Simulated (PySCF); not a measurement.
## The 14-electron isoelectronic series, non-relativistic

All values are computed (PySCF 2.14, energy differences of UHF-based or UKS calculations, no spin-orbit coupling). Each ion has its own even-tempered basis scaled to its charge (17s11p5d4f for the first); frozen: 1s2. Ionisation energies in eV.

| ion | configuration | UHF | LDA | PBE | PBE0 | r2SCAN | MP2 (outer shells) | CCSD (outer shells) | NIST (with spin-orbit, Breit and QED) |
| --- | --- | --- | --- | --- | --- | --- | --- | --- | --- |
| Se²⁰⁺ | [Ne] 3s2 3p2 (3P) | 836.30 | 837.61 | 837.72 | 837.67 | 837.97 | 836.84 | 836.72 | 845.8 ± 2 (s) |
| Kr²²⁺ | [Ne] 3s2 3p2 (3P) | 986.31 | 987.66 | 987.80 | 987.74 | 988.04 | 986.83 | 986.69 | 999 ± 2.4 (s) |
| Sr²⁴⁺ | [Ne] 3s2 3p2 (3P) | 1148.4 | 1149.8 | 1150.0 | 1149.9 | 1150.2 | 1148.9 | 1148.8 | 1165 ± 3 (s) |
| Zr²⁶⁺ | [Ne] 3s2 3p2 (3P) | 1322.6 | 1324.0 | 1324.3 | 1324.2 | 1324.5 | 1323.1 | 1322.9 | 1344 ± 3 (s) |
| Mo²⁸⁺ | [Ne] 3s2 3p2 (3P) | 1509.0 | 1510.4 | 1510.7 | 1510.6 | 1510.9 | 1509.4 | 1509.2 | 1537 ± 3 (s) |
| Pd³²⁺ | [Ne] 3s2 3p2 (3P) | 1918.0 | 1919.4 | 1919.8 | 1919.7 | 1920.0 | 1918.3 | 1918.1 | 1962 ± 4 (s) |
| Cd³⁴⁺ | [Ne] 3s2 3p2 (3P) | 2140.6 | 2142.1 | 2142.5 | 2142.3 | 2142.6 | 2140.9 | 2140.7 | 2195 ± 4 (s) |
| Sn³⁶⁺ | [Ne] 3s2 3p2 (3P) | 2375.4 | 2376.8 | 2377.3 | 2377.1 | 2377.4 | 2375.7 | 2375.4 | 2443 ± 5 (s) |
| Te³⁸⁺ | [Ne] 3s2 3p2 (3P) | 2622.2 | 2623.7 | 2624.2 | 2624.0 | 2624.3 | 2622.5 | 2622.2 | 2700 ± 4 (t) |

Problem. Interpolate the row of Ru³⁰⁺.

Solution. configuration [Ne] 3s2 3p2 (3P); UHF 1707.4; LDA 1708.9; PBE 1709.2; PBE0 1709.1; r2SCAN 1709.3; MP2 (outer shells) 1707.8; CCSD (outer shells) 1707.6; NIST (with spin-orbit, Breit and QED) 1743 ± 4 (s).

Each ion has its own basis, which adds noise of up to about 0.1 % along the series.

NIST values marked (s) are semi-empirical, (t) theoretical. Open shells are high-spin determinants of the terms that Hund's rules give.

All relativistic terms are absent from the calculated values; where these lie close to NIST, scalar and spin-orbit shifts of opposite sign can cancel.
